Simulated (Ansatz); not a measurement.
Mg2N2⁻. Total charge -1; doublet. Geometry r2SCAN-D4/def2-TZVP, that of the neutral singlet; atoms count from 1.

Cartesian coordinates in Å:
```
Mg 0.210 1.293 0.540
Mg -0.042 -1.414 -0.079
N -1.226 0.071 0.189
N 1.058 0.050 -0.650
```

The charge -1 doublet is spin-contaminated (final ⟨S²⟩ up to 1.49, 0.75 for a pure state). The structure comes from a short search, and lower isomers may exist.

Estimate the Mulliken populations from the PBE0/def2-TZVPD orbitals of Ansatz.


```tsv
atom	charge (e)	spin (α − β)
Mg1	0.11	0.59
Mg2	0.11	0.59
N3	-0.62	-1.10
N4	-0.59	0.92
```
Mulliken values depend strongly on the basis. With diffuse functions, as here, like atoms can get unlike values, and bond orders can come out too low or too high.

Where does the spin sit?

Summed by element: Mg 1.18, N -0.18, of 1 unpaired in all. Largest on single atoms: N3 -1.10, N4 0.92, Mg2 0.59.

And the Mayer bond orders between heavy atoms (over 0.3)?

Mg1–Mg2 0.33 (2.79 Å); Mg1–N3 0.83 (1.92 Å); Mg1–N4 0.88 (1.92 Å); Mg2–N3 0.83 (1.92 Å); Mg2–N4 0.88 (1.92 Å).
